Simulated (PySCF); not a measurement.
O₃S, charge +1, doublet (typed; the unrestricted solution is spin-contaminated), at a GFN2-xTB geometry (a state made from the parent by changing its charge; the spin is typed, not shown lowest), with bond 4-2 at 3.0 times its length; PBE/cc-pVDZ (PySCF).

Here is a job for PySCF.
```python
from pyscf import gto, scf, dft

mol = gto.M(
    atom='''
O    -0.693600   -1.240031   -0.046133
S    -0.000000   -0.000000    0.000000
O    -0.727041    1.221594   -0.002097
O     4.261921    0.055309    0.144691
''',
    basis='cc-pvdz',
    charge=1,
    spin=1,
    verbose=4,
)

mf = dft.UKS(mol)
mf.xc = 'pbe'
mf.kernel()
mo_i, mo_e, stable_i, stable_e = mf.stability(internal=True, external=False, return_status=True, nroots=6, tol=1e-6)
print('internally stable:', stable_i, ' externally stable:', stable_e)
if not stable_i:
    umf = mf.copy()
    umf.scf_summary = {}
    umf.kernel(umf.make_rdm1(mo_i, mf.mo_occ))
mf.analyze()
```

Question: Write the output that PySCF gives for this input, abridged.

Answer: 
```
PySCF version 2.14.0

[INPUT] verbose = 4
[INPUT] num. atoms = 4
[INPUT] num. electrons = 39
[INPUT] charge = 1
[INPUT] spin (= nelec alpha-beta = 2S) = 1
[INPUT] symmetry False subgroup None
[INPUT] Mole.unit = angstrom
[INPUT] Symbol           X                Y                Z      unit          X                Y                Z       unit  Magmom
[...]
nuclear repulsion = 138.147232720829
number of shells = 20
number of NR pGTOs = 119
number of NR cGTOs = 60
basis = cc-pvdz
ecp = {}

******** <class 'pyscf.dft.uks.UKS'> ********
method = UKS
initial guess = minao
damping factor = 0
level_shift factor = 0
DIIS = <class 'pyscf.scf.diis.CDIIS'>
diis_start_cycle = 1
diis_space = 8
diis_damp = 0
SCF conv_tol = 1e-09
SCF conv_tol_grad = None
SCF max_cycles = 50
direct_scf = True
direct_scf_tol = 1e-13
number electrons alpha = 20  beta = 19
XC library pyscf.dft.libxc version 7.1.2
    S. Lehtola, C. Steigemann, M. J. T. Oliveira, and M. A. L. Marques,  SoftwareX 7, 1–5 (2018)
XC functionals = pbe
    J. P. Perdew, K. Burke, and M. Ernzerhof,  Phys. Rev. Lett. 77, 3865 (1996)
    J. P. Perdew, K. Burke, and M. Ernzerhof,  Phys. Rev. Lett. 78, 1396 (1997)
    J. P. Perdew, K. Burke, and M. Ernzerhof,  Phys. Rev. Lett. 77, 3865 (1996)
    J. P. Perdew, K. Burke, and M. Ernzerhof,  Phys. Rev. Lett. 78, 1396 (1997)
radial grids:
    Treutler-Ahlrichs [JCP 102, 346 (1995); DOI:10.1063/1.469408] (M4) radial grids

becke partition: Becke, JCP 88, 2547 (1988); DOI:10.1063/1.454033
pruning grids: <function nwchem_prune>
grids dens level: 3
symmetrized grids: False
atomic radii adjust function: <function treutler_atomic_radii_adjust>
small_rho_cutoff = 0
Set gradient conv threshold to 3.16228e-05
tot grids = 61128
init E= -623.931121074176

cycle= 1 E= -622.377246015424  delta_E= 1.55  |g|= 0.885  |ddm|= 1.88

cycle= 2 E= -617.135489075348  delta_E= 5.24  |g|= 2.88  |ddm|= 2.36
cycle= 3 E= -622.493251241379  delta_E= -5.36  |g|= 0.476  |ddm|= 2.06
cycle= 4 E= -620.029895501349  delta_E= 2.46  |g|= 1.62  |ddm|= 1.89
cycle= 5 E= -620.156574289628  delta_E= -0.127  |g|= 1.52  |ddm|= 0.176
cycle= 6 E= -621.983345482552  delta_E= -1.83  |g|= 0.816  |ddm|= 0.954
cycle= 7 E= -622.808775618393  delta_E= -0.825  |g|= 0.207  |ddm|= 1.09
cycle= 8 E= -622.819381737329  delta_E= -0.0106  |g|= 0.156  |ddm|= 0.134
cycle= 9 E= -622.609578712949  delta_E= 0.21  |g|= 0.416  |ddm|= 1.11
cycle= 10 E= -622.618617346162  delta_E= -0.00904  |g|= 0.39  |ddm|= 0.0407
cycle= 11 E= -622.619873473621  delta_E= -0.00126  |g|= 0.386  |ddm|= 0.0226
cycle= 12 E= -622.814613536907  delta_E= -0.195  |g|= 0.186  |ddm|= 1.11
cycle= 13 E= -622.814441879774  delta_E= 0.000172  |g|= 0.187  |ddm|= 0.0112
cycle= 14 E= -622.812696429551  delta_E= 0.00175  |g|= 0.198  |ddm|= 0.0167
cycle= 15 E= -622.815740249611  delta_E= -0.00304  |g|= 0.18  |ddm|= 0.0235
cycle= 16 E= -622.615182129587  delta_E= 0.201  |g|=  0.4  |ddm|=  1.1
cycle= 17 E= -621.353908899955  delta_E= 1.26  |g|= 0.816  |ddm|= 1.18
cycle= 18 E= -621.349418990001  delta_E= 0.00449  |g|= 0.822  |ddm|= 0.00733
cycle= 19 E= -621.349152112585  delta_E= 0.000267  |g|= 0.822  |ddm|= 0.00075
cycle= 20 E= -621.350574428637  delta_E= -0.00142  |g|= 0.82  |ddm|= 0.00706
cycle= 21 E= -622.626120109044  delta_E= -1.28  |g|= 0.368  |ddm|= 1.18
cycle= 22 E= -622.818859140917  delta_E= -0.193  |g|= 0.156  |ddm|= 1.11
cycle= 23 E= -622.816298354515  delta_E= 0.00256  |g|= 0.176  |ddm|= 0.0374
cycle= 24 E= -622.817327492103  delta_E= -0.00103  |g|= 0.169  |ddm|= 0.00663
cycle= 25 E= -622.62035375977  delta_E= 0.197  |g|= 0.384  |ddm|= 1.11
cycle= 26 E= -622.618298903614  delta_E= 0.00205  |g|= 0.39  |ddm|= 0.00569
cycle= 27 E= -622.809902206465  delta_E= -0.192  |g|= 0.213  |ddm|= 1.11
cycle= 28 E= -622.607655529534  delta_E= 0.202  |g|= 0.42  |ddm|= 1.11
cycle= 29 E= -622.612849654275  delta_E= -0.00519  |g|= 0.406  |ddm|= 0.0161
cycle= 30 E= -622.611143006748  delta_E= 0.00171  |g|= 0.41  |ddm|= 0.00931

cycle= 31 E= -620.225917671867  delta_E= 2.39  |g|= 1.47  |ddm|= 1.82

cycle= 32 E= -620.124392159495  delta_E= 0.102  |g|= 1.54  |ddm|= 0.0792

cycle= 33 E= -620.047340627457  delta_E= 0.0771  |g|=  1.6  |ddm|= 0.0518

cycle= 34 E= -620.044148023939  delta_E= 0.00319  |g|=  1.6  |ddm|= 0.0265

cycle= 35 E= -619.997394764903  delta_E= 0.0468  |g|= 1.63  |ddm|= 0.0313

cycle= 36 E= -619.68860948383  delta_E= 0.309  |g|= 1.83  |ddm|= 0.185
cycle= 37 E= -622.623353695339  delta_E= -2.93  |g|= 0.374  |ddm|= 1.86
cycle= 38 E= -615.900087397669  delta_E= 6.72  |g|= 1.69  |ddm|= 2.84
cycle= 39 E= -615.6973908803  delta_E= 0.203  |g|= 1.55  |ddm|= 0.278
cycle= 40 E= -619.001125529863  delta_E= -3.3  |g|= 1.26  |ddm|= 2.34
cycle= 41 E= -619.010095026989  delta_E= -0.00897  |g|= 1.25  |ddm|= 0.0191
cycle= 42 E= -619.084045194659  delta_E= -0.074  |g|=  1.2  |ddm|= 0.716
cycle= 43 E= -622.636086609292  delta_E= -3.55  |g|= 0.33  |ddm|= 1.68
cycle= 44 E= -620.117177846517  delta_E= 2.52  |g|= 1.54  |ddm|= 1.83
cycle= 45 E= -620.204311351302  delta_E= -0.0871  |g|= 1.48  |ddm|= 0.288
cycle= 46 E= -620.208340107422  delta_E= -0.00403  |g|= 1.48  |ddm|= 0.132
cycle= 47 E= -622.000880422743  delta_E= -1.79  |g|= 0.785  |ddm|= 0.953
cycle= 48 E= -622.804484313616  delta_E= -0.804  |g|= 0.224  |ddm|= 1.09
cycle= 49 E= -622.813258765293  delta_E= -0.00877  |g|= 0.19  |ddm|= 0.103
cycle= 50 E= -622.814038498545  delta_E= -0.00078  |g|= 0.191  |ddm|= 0.0651
SCF not converged.
SCF energy = -622.814038498545 after 50 cycles  <S^2> = 1.7520632  2S+1 = 2.8298856
uhf_internal: lowest eigs of H = [-0.51162615 -0.36347084 -0.35100652 -0.34709132 -0.24454997 -0.08374073]
<class 'pyscf.dft.uks.UKS'> wavefunction has an internal instability
internally stable: False  externally stable: None

******** <class 'pyscf.dft.uks.UKS'> ********
method = UKS
initial guess = minao
damping factor = 0
level_shift factor = 0
DIIS = <class 'pyscf.scf.diis.CDIIS'>
diis_start_cycle = 1
diis_space = 8
diis_damp = 0
SCF conv_tol = 1e-09
[...]

cycle= 20 E= -621.892387344744  delta_E= 0.0816  |g|= 0.912  |ddm|= 0.867
cycle= 21 E= -621.985455153519  delta_E= -0.0931  |g|= 0.814  |ddm|= 0.84
cycle= 22 E= -621.995036771963  delta_E= -0.00958  |g|= 0.799  |ddm|= 0.0556
cycle= 23 E= -622.570413382843  delta_E= -0.575  |g|= 0.386  |ddm|= 1.52
cycle= 24 E= -622.013020039334  delta_E= 0.557  |g|= 0.784  |ddm|= 1.53
cycle= 25 E= -622.784515434707  delta_E= -0.771  |g|= 0.305  |ddm|= 1.08
cycle= 26 E= -622.815022325328  delta_E= -0.0305  |g|= 0.191  |ddm|= 0.334
cycle= 27 E= -622.818104553486  delta_E= -0.00308  |g|= 0.174  |ddm|= 0.0768
cycle= 28 E= -622.821967667138  delta_E= -0.00386  |g|= 0.149  |ddm|= 0.0537
cycle= 29 E= -622.700412963687  delta_E= 0.122  |g|= 0.358  |ddm|= 1.01
cycle= 30 E= -622.742767660341  delta_E= -0.0424  |g|= 0.319  |ddm|= 0.128
cycle= 31 E= -622.763139960928  delta_E= -0.0204  |g|= 0.294  |ddm|= 0.0649
cycle= 32 E= -622.620767298382  delta_E= 0.142  |g|= 0.389  |ddm|= 0.52
cycle= 33 E= -622.708981681121  delta_E= -0.0882  |g|= 0.346  |ddm|= 0.372
cycle= 34 E= -622.654404449481  delta_E= 0.0546  |g|= 0.37  |ddm|= 0.191
cycle= 35 E= -622.640836840886  delta_E= 0.0136  |g|= 0.373  |ddm|= 0.0654
cycle= 36 E= -622.822719687235  delta_E= -0.182  |g|= 0.152  |ddm|= 1.08
cycle= 37 E= -622.82775896667  delta_E= -0.00504  |g|= 0.138  |ddm|= 0.0893
cycle= 38 E= -622.631644578466  delta_E= 0.196  |g|= 0.375  |ddm|= 1.07
cycle= 39 E= -622.633871862312  delta_E= -0.00223  |g|= 0.375  |ddm|= 0.0964
cycle= 40 E= -622.62673767431  delta_E= 0.00713  |g|= 0.377  |ddm|= 0.0626
cycle= 41 E= -622.628475211096  delta_E= -0.00174  |g|= 0.375  |ddm|= 0.0165
cycle= 42 E= -622.831622528638  delta_E= -0.203  |g|= 0.145  |ddm|= 1.05
cycle= 43 E= -622.807550320961  delta_E= 0.0241  |g|= 0.218  |ddm|= 0.682
cycle= 44 E= -622.735180794919  delta_E= 0.0724  |g|= 0.324  |ddm|= 0.238
cycle= 45 E= -622.825839353184  delta_E= -0.0907  |g|= 0.143  |ddm|= 0.919
cycle= 46 E= -622.827337137458  delta_E= -0.0015  |g|= 0.14  |ddm|= 0.0568
cycle= 47 E= -622.827517036218  delta_E= -0.00018  |g|= 0.137  |ddm|= 0.122
cycle= 48 E= -622.828548093834  delta_E= -0.00103  |g|= 0.138  |ddm|= 0.0597
cycle= 49 E= -622.826428443232  delta_E= 0.00212  |g|= 0.141  |ddm|= 0.0673
cycle= 50 E= -622.831182512857  delta_E= -0.00475  |g|= 0.127  |ddm|= 0.149
SCF not converged.
SCF energy = -622.831182512857 after 50 cycles  <S^2> = 1.7527856  2S+1 = 2.8303962
**** SCF Summaries ****
Total Energy =                        -622.814038498544846
Nuclear Repulsion Energy =             138.147232720829265
One-electron Energy =                -1121.293756891509020
Two-electron Energy =                  360.332485672134851
Two-electron Coulomb Energy =          410.929680309350829
DFT Exchange-Correlation Energy =      -50.597194637215985
**** MO energy ****
                             alpha | beta                alpha | beta
[...]
To work with the spin densities directly, `use mulliken_meta_spin()` only printing them here.

 ** Mulliken spin pop alpha/beta on meta-lowdin orthogonal AOs **
 ** Mulliken Spin Density (per AO)  **
spin_pop of  0 O 1s        0.00000
spin_pop of  0 O 2s       -0.00008
spin_pop of  0 O 3s        0.00017
spin_pop of  0 O 2px      -0.33746
spin_pop of  0 O 2py      -0.00859
spin_pop of  0 O 2pz       0.00150
spin_pop of  0 O 3px      -0.00050
spin_pop of  0 O 3py      -0.00036
spin_pop of  0 O 3pz      -0.00008
spin_pop of  0 O 3dxy     -0.00141
spin_pop of  0 O 3dyz      0.00002
spin_pop of  0 O 3dz^2    -0.00029
spin_pop of  0 O 3dxz      0.00000
spin_pop of  0 O 3dx2-y2    0.00004
spin_pop of  1 S 1s       -0.00000
spin_pop of  1 S 2s       -0.00002
spin_pop of  1 S 3s       -0.14677
spin_pop of  1 S 4s       -0.00793
spin_pop of  1 S 2px      -0.00002
spin_pop of  1 S 2py       0.00000
spin_pop of  1 S 2pz       0.00000
spin_pop of  1 S 3px      -0.09335
spin_pop of  1 S 3py       0.01707
spin_pop of  1 S 3pz      -0.00283
spin_pop of  1 S 4px      -0.00293
spin_pop of  1 S 4py       0.00021
spin_pop of  1 S 4pz      -0.00013
spin_pop of  1 S 3dxy      0.00069
spin_pop of  1 S 3dyz      0.00039
spin_pop of  1 S 3dz^2    -0.00249
spin_pop of  1 S 3dxz      0.00072
spin_pop of  1 S 3dx2-y2   -0.01784
spin_pop of  2 O 1s        0.00000
spin_pop of  2 O 2s       -0.00074
spin_pop of  2 O 3s        0.00017
spin_pop of  2 O 2px      -0.39147
spin_pop of  2 O 2py      -0.00187
spin_pop of  2 O 2pz      -0.00060
spin_pop of  2 O 3px      -0.00050
spin_pop of  2 O 3py      -0.00035
spin_pop of  2 O 3pz      -0.00008
spin_pop of  2 O 3dxy     -0.00140
spin_pop of  2 O 3dyz      0.00002
spin_pop of  2 O 3dz^2    -0.00028
spin_pop of  2 O 3dxz      0.00001
spin_pop of  2 O 3dx2-y2   -0.00003
spin_pop of  3 O 1s       -0.00001
spin_pop of  3 O 2s       -0.00082
spin_pop of  3 O 3s        0.00069
spin_pop of  3 O 2px       0.95223
spin_pop of  3 O 2py       0.06921
spin_pop of  3 O 2pz       0.97138
spin_pop of  3 O 3px       0.00309
spin_pop of  3 O 3py       0.00010
spin_pop of  3 O 3pz       0.00324
spin_pop of  3 O 3dxy      0.00003
spin_pop of  3 O 3dyz      0.00002
spin_pop of  3 O 3dz^2     0.00004
spin_pop of  3 O 3dxz      0.00000
spin_pop of  3 O 3dx2-y2    0.00016
 ** Mulliken Spin Density (per atom)  **
spin density of  0 O =     -0.34702
spin density of  1 S =     -0.25522
spin density of  2 O =     -0.39712
spin density of  3 O =      1.99936
 ** Mulliken pop alpha/beta on meta-lowdin orthogonal AOs **
 ** Mulliken pop       alpha | beta **
In total            20.00000 | 19.00000
 ** Mulliken atomic charges   ( Nelec_alpha | Nelec_beta ) **
charge of  0O =     -0.28117  (     3.96708      4.31410 )
charge of  1S =      1.47415  (     7.13531      7.39053 )
charge of  2O =     -0.19282  (     3.89785      4.29497 )
charge of  3O =     -0.00016  (     4.99976      3.00040 )

WARN: System has nonzero charge 1; the dipole moment is origin-dependent.
Location of origin: [0. 0. 0.]

Dipole moment(X, Y, Z, Debye): -0.46654,  0.44624, -0.02322
```

The run did not converge; its last values are not results.
